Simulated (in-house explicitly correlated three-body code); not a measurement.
Computed with an exponentially correlated three-body code. Model: two electrons around a point charge, non-relativistic, variational in 260 exponentially correlated functions (energies converged to about 1e-7 hartree, or 1e-8 relative for large Z).

Command:
```bash
python run_hyl.py task.json out
```
Settings (lengths in bohr, energies in hartree):
```
Z                      2
screening              0.5
interaction_strength   1
functions              260
states_tried           13
```

Run time, properties included: 37 s on 1 thread of Intel(R) Xeon(R) Platinum 8488C (Sapphire Rapids) (shared host).

**Those bound S and P states to n = 4 that converged, binding against the one-electron ion.**

Given: nuclear charge 2; Yukawa screening of all interactions 0.5 1/bohr.

Computed: one-electron threshold -1.16367835 hartree.

```
term  energy (hartree)  binding (eV)
1 1S       -1.65540131         13.38
```

**Converged states only, values per electron or pair (inverse distances are <exp(-kr)/r>).**

```
term  mean r (bohr)  mean r squared (bohr²)  mean inverse r (1/bohr)  mean r12 (bohr)  mean inverse r12 (1/bohr)  mean cosine  mean p1 dot p2 (bohr⁻²)  delta r1 (bohr⁻³)  delta r12 (bohr⁻³)
1 1S        0.98849                   1.376                   1.2185           1.5138                    0.53919    -0.058046                   0.1298             1.6749            0.092429
```
